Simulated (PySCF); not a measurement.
**wB97X-V on Kr⁺ (krypton, charge +1)**

Configuration: [Ar] 3d10 4s2 4p4 5s1, high-spin 4P determinant (an excited configuration). All numbers are calculated (PySCF 2.14, scalar relativity through the core potential, in aug-cc-pwCVDZ-PP with ECP10MDF (6s5p4d1f, 48 functions)).

```json
{
 "Total energy": "-462.4967 hartree",
 "One-electron energy": "-792.1825 hartree",
 "Hartree (Coulomb) energy": "362.4338 hartree",
 "Exchange-correlation energy": "-32.7481 hartree",
 "⟨S²⟩": "3.7516",
 "⟨L²⟩": "2.040",
 "Sum of ⟨r⟩": "23.94 bohr",
 "Sum of ⟨r²⟩": "44.01 bohr²",
 "Traceless quadrupole moment −½Σ⟨3z² − r²⟩ along its main axis": "-0.813 e·bohr²"
}
```

```
shell  electrons  mean orbital energy (eV)  spread (eV)  rms radius, mean of both spins (bohr)
 3s α          1                   -279.77            0                                  0.571
 3s β          1                   -279.45            0                                  0.571
 3p α          3                   -222.83        0.837                                  0.587
 3p β          3                   -222.49        0.552                                  0.587
 3d α          5                   -107.84        0.793                                  0.605
 3d β          5                   -107.49        0.547                                  0.605
 4s α          1                   -45.429            0                                   1.62
 4s β          1                   -42.191            0                                   1.62
 4p α          3                   -28.949        1.533                                   1.89
 4p β          1                   -26.909            0                                   1.89
 5s α          1                   -10.055            0                                   4.26
```

Energies and moments cover only the electrons outside the core potential. The outer electron is Rydberg-like, and this basis confines it to a smaller radius and binds it less than a complete one would.
